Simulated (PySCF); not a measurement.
# Hartree-Fock beside MP2: AlB2ClH3 cation

These are calculations, not measurements. They come from PySCF 2.14.0, an open-source quantum chemistry program, on an isolated molecule that a program drew, which may never have been made. The molecule is AlB2ClH3 cation (charge +1, singlet), drawn as the SMILES string `[BH2][AlH][B+]Cl`.

The geometry was optimised and harmonic frequencies were computed with HF and MP2, all in the cc-pV(D+d)Z basis, for the commonest isotopes, with a restricted reference for singlets and an unrestricted one otherwise, and a frozen core in MP2. Each result is a local minimum of its method.

Geometry at the HF minimum:
```xyz
7
AlB2ClH3 cation, angstrom
B    -0.9078   -1.7149   -1.4759
Al    0.3650    0.0110   -1.4326
B    -0.4862    1.8535   -2.4744
Cl   -1.0699    3.1887   -3.2097
H    -1.7040   -1.8998   -0.6045
H    -0.8311   -2.4991   -2.3742
H     1.7564    0.4857   -0.9071
```

Lengths of the bonds as drawn, in Å (atoms numbered as above):
| bond | HF | MP2 |
|---|---|---|
| B1-Al2 | 2.145 | 2.137 |
| Al2-B3 | 2.281 | 2.258 |
| B3-Cl4 | 1.632 | 1.633 |
| B1-H5 | 1.195 | 1.203 |
| B1-H6 | 1.195 | 1.203 |
| Al2-H7 | 1.561 | 1.564 |

Rotational constants, in GHz:
```
constant,HF,MP2
A,13.75,13.41
B,1.382,1.411
C,1.269,1.29
```

Harmonic frequencies in cm^-1, each column in rising order, so a row needn't be the same motion in every method:
| rank | HF | MP2 |
|---|---|---|
| 1 | 84 | 76 |
| 2 | 113 | 126 |
| 3 | 209 | 201 |
| 4 | 257 | 245 |
| 5 | 289 | 292 |
| 6 | 367 | ? |
| 7 | 557 | 545 |
| 8 | 631 | 601 |
| 9 | 631 | 607 |
| 10 | 899 | 867 |
| 11 | 1187 | 1161 |
| 12 | 1221 | 1191 |
| 13 | 2077 | 2041 |
| 14 | 2707 | 2653 |
| 15 | 2808 | 2757 |

**Estimate the missing MP2 frequency from the HF column.**

A single factor s that minimises the squared misfit of MP2 against s times HF over the other rows is sum(HF x MP2) / sum(HF^2) = 0.9795, with an rms misfit of 9 cm^-1. For rank 6 it gives 0.9795 x 367 = 359 cm^-1. The calculation gives 347 cm^-1, 12 cm^-1 below the estimate. The drawn bonds are on average as long in MP2 as in HF.
